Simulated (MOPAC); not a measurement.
MOPAC input (PM3):

```
PM3 1SCF CHARGE=1 GEO-OK AUX(PRECISION=9) THREADS=1
CBrF2

F    -1.55803598 1   -1.01360056 1   -0.02059180 1
C    -0.85470957 1    0.02550051 1   -0.01885510 1
F    -1.49425997 1    1.10466670 1   -0.04674259 1
Br    0.93139774 1   -0.02778852 1    0.02054686 1
```

### Question
What heat of formation does the run end on, and which ionisation energy by Koopmans theorem?

### Answer
156.88 kcal/mol; 18.23 eV.
